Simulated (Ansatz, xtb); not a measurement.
## C5H12Ge: which of two isomers lies lower

We compare X, `C[C]1([GeH3])CCC1`, a singlet, with Y, `C[C@@H]1CC[C@H]1[GeH3]`, a singlet. Both are isolated molecules in the gas phase, relaxed with PBE0-D3(BJ)/def2-SVP.

X (Å):

```xyz
18

C     1.7589   -0.7394   -0.5494
C     0.3542   -0.3117   -0.1658
C     0.0522   -0.1413    1.3470
C    -1.2874   -0.8699    1.1396
C    -0.7540   -1.3976   -0.2041
Ge   -0.1732    1.2894   -1.1885
H     1.8327   -0.9883   -1.6207
H     2.0590   -1.6362    0.0208
H     2.4989    0.0499   -0.3386
H    -0.1421    0.9820   -2.7004
H    -1.5994    1.7346   -0.8036
H     0.8030    2.4475   -0.8932
H     0.7554   -0.7415    1.9491
H     0.0287    0.8754    1.7721
H    -1.5832   -1.6126    1.8948
H    -2.1227   -0.1666    1.0040
H    -1.4447   -1.4208   -1.0628
H    -0.3106   -2.4027   -0.1020
```

Y (Å):

```json
{"atom": "C", "x (Å)": "1.5312", "y (Å)": "-1.4031", "z (Å)": "0.1737"}
{"atom": "C", "x (Å)": "0.3976", "y (Å)": "-0.4557", "z (Å)": "-0.1439"}
{"atom": "C", "x (Å)": "0.0513", "y (Å)": "-0.1397", "z (Å)": "-1.6137"}
{"atom": "C", "x (Å)": "-0.2229", "y (Å)": "1.3175", "z (Å)": "-1.2032"}
{"atom": "C", "x (Å)": "0.6039", "y (Å)": "1.0654", "z (Å)": "0.0786"}
{"atom": "Ge", "x (Å)": "0.0455", "y (Å)": "1.8670", "z (Å)": "1.7723"}
{"atom": "H", "x (Å)": "1.2911", "y (Å)": "-2.4332", "z (Å)": "-0.1344"}
{"atom": "H", "x (Å)": "2.4536", "y (Å)": "-1.1022", "z (Å)": "-0.3492"}
{"atom": "H", "x (Å)": "1.7480", "y (Å)": "-1.4200", "z (Å)": "1.2538"}
{"atom": "H", "x (Å)": "-0.5188", "y (Å)": "-0.7838", "z (Å)": "0.3791"}
{"atom": "H", "x (Å)": "0.9483", "y (Å)": "-0.2151", "z (Å)": "-2.2499"}
{"atom": "H", "x (Å)": "-0.7619", "y (Å)": "-0.7105", "z (Å)": "-2.0883"}
{"atom": "H", "x (Å)": "0.1156", "y (Å)": "2.1190", "z (Å)": "-1.8764"}
{"atom": "H", "x (Å)": "-1.2897", "y (Å)": "1.4825", "z (Å)": "-0.9816"}
{"atom": "H", "x (Å)": "1.6629", "y (Å)": "1.3190", "z (Å)": "-0.1009"}
{"atom": "H", "x (Å)": "0.8630", "y (Å)": "1.2941", "z (Å)": "2.9490"}
{"atom": "H", "x (Å)": "0.2220", "y (Å)": "3.3995", "z (Å)": "1.7536"}
{"atom": "H", "x (Å)": "-1.4457", "y (Å)": "1.5444", "z (Å)": "2.0076"}
```

Quicker runs give these differences E(Y) − E(X): GFN2-xTB −0.69 kcal/mol; HF/STO-3G −2.81 kcal/mol (at GFN2-xTB geometries); r2SCAN-D4/def2-SVP −0.23 kcal/mol (at GFN2-xTB geometries).

Task: Estimate E(Y) − E(X) at the level CCSD(T)/def2-SVP + ΔMP2/def2-TZVPP.

Result: CCSD(T)/def2-SVP + ΔMP2/def2-TZVPP gives E(Y) − E(X) = −0.63 kcal/mol, slightly favouring structure Y, which is too small a margin to settle the true order.

The same difference at several levels:

```tsv
level	geometry	E(Y) − E(X) (kcal/mol)	departure from the last row (kcal/mol)	job, with rough time for the two
GFN2-xTB	GFN2-xTB	−0.69	−0.06	optimisation, 0.26 s
HF/STO-3G	GFN2-xTB	−2.81	−2.18	single point, 1.5 s
r2SCAN-D4/def2-SVP	GFN2-xTB	−0.23	+0.40	single point, 6.9 s
PBE0-D3(BJ)/def2-SVP	PBE0-D3(BJ)/def2-SVP	−1.39	−0.76	optimisation, 2.1 min
HF/def2-SVP	PBE0-D3(BJ)/def2-SVP	−2.85	−2.22	part of the CCSD(T) run
MP2/def2-SVP	PBE0-D3(BJ)/def2-SVP	−0.89	−0.26	part of the CCSD(T) run
CCSD(T)/def2-SVP	PBE0-D3(BJ)/def2-SVP	−1.12	−0.49	single point
CCSD(T)/def2-SVP + ΔMP2/def2-TZVPP	PBE0-D3(BJ)/def2-SVP	−0.63		single point, 2.6 min
```

As drawn, both hold the same kinds of bond in the same numbers.

The largest departure from CCSD(T)/def2-SVP + ΔMP2/def2-TZVPP is that of HF/def2-SVP, 2.22 kcal/mol. The last row adds to CCSD(T) the change of the MP2 difference between the two basis sets, here +0.49 kcal/mol.

With thermal terms from frequencies at re-optimised GFN2-xTB minima (ideal gas, soft modes damped towards free rotors, one conformer each, 298.15 K, 1 atm): on the last row, ΔE + ΔZPE = −0.35, ΔH = −0.34, ΔG = −0.69 kcal/mol.

The correlated steps freeze 14 core orbitals; the filled d shell of Ge is correlated, in a basis made for valence electrons. Mirror images aren't counted in ΔG. Programs: Ansatz 0.2.0, xtb 6.7.1; the last row on 2 threads of Intel(R) Xeon(R) Platinum 8488C (Sapphire Rapids) on a shared host.
